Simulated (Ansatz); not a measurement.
A nudged elastic band was laid between two geometries of CH₅OSSi (9 atoms, charge 1, multiplicity 1).

Level of theory: Ansatz, RKS PBE0/def2-SVP.

| Property | Result |
| --- | --- |
| movable images | 2 |
| climbing image | no |
| spring | 5.0 eV/Å² |
| optimiser | quadratic models (default) |
| start path | IDPP |
| force threshold | 0.03 eV/Å |
| iteration limit | 60 |
| end points | relaxed |

First end point:

```xyz
9
Properties=species:S:1:pos:R:3
O -0.659 -1.175 -1.853
C -0.219 -0.495 -1.067
Si 0.952 1.009 -0.557
S -1.317 -1.367 1.182
H 0.326 2.085 -1.363
H 0.814 1.125 0.907
H 2.247 0.488 -1.057
H -0.297 -1.419 2.071
H -1.846 -0.251 1.736
```

Last end point:

```xyz
9
Properties=species:S:1:pos:R:3
O 1.297 -1.852 -0.316
C 0.900 -0.800 -0.330
Si 0.799 1.147 -0.540
S -1.744 -1.050 0.354
H 0.522 1.551 0.856
H 2.151 1.467 -1.056
H -0.324 1.269 -1.496
H -1.457 -1.764 1.469
H -2.145 0.033 1.060
```

Problem. Which bonds break or form, and what moves?

Solution. No bond is made or broken.

Problem. What energy profile does the band end with?

Solution. The forces met the threshold. The highest image is number 0 of 0 to 3, 0.000 eV above the first end and 0.104 eV above the last; the last end lies 0.104 eV below the first. The highest image is an end point: on this band no image between the ends rises above it. Between wells the path still climbs a hump at image 2, 0.03 eV above the well before it. So few images can step over the top or miss a turn of the path. Limits of this set-up: the dipole of an ion depends on the origin.

| image | path coordinate (Å) | energy (eV) |
| --- | --- | --- |
| 0 | 0.00 | 0.000 |
| 1 | 2.46 | -0.099 |
| 2 | 4.93 | -0.073 |
| 3 | 7.40 | -0.104 |

The band took 23 iterations and of the order of 2.7 core-minutes.

Run time: 2.7 min on 1 thread of Arm Neoverse V1 (shared host), peak memory 0.17 GiB.
